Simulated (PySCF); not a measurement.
**Correlation energy of Al (aluminium, neutral)**

[Ne] 3s2 3d1, 2D determinant (an excited configuration). All numbers are calculated (PySCF 2.14, no relativity, point nucleus, in aug-cc-pwCVTZ (8s7p5d3f, 75 functions)). Frozen: 1s2; 11 electrons correlated.

```tsv
level	correlation energy (mhartree)
CCSD	-307.40
(T)	-8.76
CCSD(T)	-316.16
```

Diagnostics: T1 = 0.032, D1 = 0.1480, largest double amplitude 0.265.

The outer electron is Rydberg-like, and this basis confines it to a smaller radius and binds it less than a complete one would. T1 exceeds 0.03, a sign that the reference determinant is poor. A double-excitation amplitude exceeds 0.15, a sign of near-degeneracy.

Cost of the coupled-cluster step: of the order of 23 core-seconds, for 11 correlated electrons.
